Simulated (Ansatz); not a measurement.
A nudged elastic band was laid between two geometries of BF2H6NSi (11 atoms, charge 0, multiplicity 1).

All numbers below come from RKS PBE0-D4/def2-SVP in Ansatz 0.2.0.

```
movable images  : 7
climbing image  : yes
spring          : 5.0 eV/Å²
optimiser       : quadratic models (default)
start path      : straight line
force threshold : 0.05 eV/Å
iteration limit : 60
end points      : relaxed
```

Initial state:

```xyz
11
Properties=species:S:1:pos:R:3
B 0.114 -0.281 0.062
H -0.051 0.813 0.585
F 1.443 -0.593 -0.215
F -0.721 -0.558 -0.993
N -0.288 -1.426 1.219
H -0.823 -2.140 0.715
Si 1.217 -2.114 1.985
H 1.881 -2.996 0.999
H 2.037 -0.982 2.473
H 0.741 -2.927 3.145
H -0.925 -1.011 1.901
```

Final state:

```xyz
11
Properties=species:S:1:pos:R:3
B 0.042 -0.483 -0.059
H -1.022 0.289 2.605
F 0.577 0.520 0.634
F -0.831 -0.173 -1.009
N 0.401 -1.812 0.220
H -0.061 -2.523 -0.337
Si 1.526 -2.347 1.462
H 1.884 -3.758 1.135
H 2.743 -1.489 1.449
H 0.916 -2.304 2.824
H -1.548 -0.136 2.953
```

Problem. Which bonds break or form, and what moves?

Solution. Bonds broken: B1–H2, N5–H11. Bonds formed: H2–H11. BF2H6NSi becomes BF2H4NSi + H2.

Problem. Give the energies along the band, and the barrier.

Solution. The forces met the threshold. The highest image is number 2 of 0 to 8, 33.4 kcal/mol above the first end and 37.8 kcal/mol above the last; the last end lies 4.5 kcal/mol below the first. Neighbouring images differ by up to 1.4 eV, so the band resolves the path poorly. Another band between the same ends (7 images) ends at a top of the same energy, where a vibrational analysis finds 1 clearly imaginary mode. The orbitals stay closed-shell, which can raise the energy where a bond breaks towards radicals; this wasn't checked here.

| image | path coordinate (Å) | energy (kcal/mol) | B1–H2 (Å) | N5–H11 (Å) | H2–H11 (Å) |
| --- | --- | --- | --- | --- | --- |
| 0 | 0.00 | 0.0 | 1.22 | 1.02 | 2.41 |
| 1 | 0.79 | 4.0 | 1.23 | 1.02 | 1.93 |
| 2 | 1.59 | 33.4 | 1.42 | 1.34 | 1.04 |
| 3 | 2.48 | 0.8 | 2.21 | 2.19 | 0.76 |
| 4 | 3.38 | -4.3 | 2.98 | 2.82 | 0.76 |
| 5 | 4.27 | -4.3 | 3.06 | 3.18 | 0.76 |
| 6 | 5.17 | -4.3 | 2.93 | 3.54 | 0.76 |
| 7 | 6.06 | -4.4 | 2.98 | 3.65 | 0.76 |
| 8 | 6.96 | -4.5 | 2.97 | 3.75 | 0.76 |

Problem. What is the geometry of the highest image?

Solution. 
```xyz
11
Properties=species:S:1:pos:R:3:forces:R:3
B 0.031 -0.442 0.069 0.00 0.00 0.00
H -0.505 0.619 0.849 0.00 0.00 0.00
F 1.324 -0.125 -0.162 0.00 0.00 0.00
F -0.787 -0.585 -0.992 0.00 0.00 0.00
N -0.138 -1.539 1.167 0.00 0.00 0.00
H -0.957 -2.125 1.007 0.00 0.00 0.00
Si 1.263 -2.287 1.957 0.00 0.00 0.00
H 2.084 -3.087 1.005 0.00 0.00 0.00
H 2.080 -1.196 2.553 0.00 0.00 0.00
H 0.736 -3.183 3.027 0.00 0.00 0.00
H -0.504 -0.267 1.397 0.00 0.00 0.00
```

The band took 22 iterations and of the order of 12 core-minutes.

The run took 6.2 min on 2 threads of Arm Neoverse V2 (shared host), peak memory 0.2 GiB.
